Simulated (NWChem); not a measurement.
Species: SiHO2 cation; SMILES [OH+]=[Si]=O

Results from NWChem. Coordinates come from a PBE0/def2-SVP optimisation. B3LYP is NWChem's, with the RPA form of VWN correlation. Static field.

Problem. Predict the results for B3LYP/Sadlej pVTZ. Quantities: isotropic polarisability (bohr³); anisotropy (bohr³).

Solution. 
* **isotropic polarisability (bohr³)**: 25.2
* **anisotropy (bohr³)**: 15.2
